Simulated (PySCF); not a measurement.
Deuteron quadrupole couplings in `C[C@@H]1CCCSS1`

Compound: C5H10S2.
Structure used (GFN2-xTB), in Å, numbered top down from 1:
```xyz
17
C5H10S2 angstrom
C     -1.949   -0.065    0.633
C     -1.031    0.422   -0.473
C      0.126   -0.522   -0.803
C      1.093   -0.803    0.352
C      1.853    0.430    0.817
S      0.716    1.648    1.575
S     -0.365    2.098   -0.088
H     -2.316   -1.063    0.399
H     -2.798    0.607    0.735
H     -1.427   -0.098    1.588
H     -1.608    0.598   -1.385
H      0.689   -0.095   -1.638
H     -0.298   -1.472   -1.139
H      0.551   -1.230    1.198
H      1.820   -1.546    0.015
H      2.368    0.924   -0.007
H      2.569    0.178    1.598
```

Level: PBE0/pcSseg-1 (PySCF, non-relativistic); Q(2H) = 0.00286 b; rigid geometry, the same for H and D, with no vibrational averaging.

What are Vzz, η and χzz (234.96 MHz × Q × Vzz) at all hydrogens?

```csv
atom,bonded to,bond length (Å),Vzz (au),η,χzz (kHz)
H8,C1,1.088,0.3146,0.03,211
H9,C1,1.087,0.3141,0.03,211
H10,C1,1.088,0.3067,0.03,206
H11,C2,1.093,0.2981,0.03,200
H12,C3,1.094,0.2982,0.03,200
H13,C3,1.093,0.3019,0.03,203
H14,C4,1.092,0.3021,0.02,203
H15,C4,1.093,0.3019,0.03,203
H16,C5,1.090,0.3036,0.02,204
H17,C5,1.089,0.3092,0.04,208
```

Give the 2H NMR doublet splittings at H15 for a magnetic field along the z, y and x axes of the gradient: 3χ/2, 3χ(1 + η)/4, 3χ(1 − η)/4.

With |χ| = 202.9 kHz and η = 0.028: 304, 156 and 148 kHz, to first order and without motion.

The structure is a single GFN2-xTB conformer in the gas phase; no vibrational or solvent corrections. GFN2-xTB bond lengths can be off by several hundredths of an ångström, more for odd bonds, and the gradients follow them. With a basis this small, the couplings can be 20 % off.
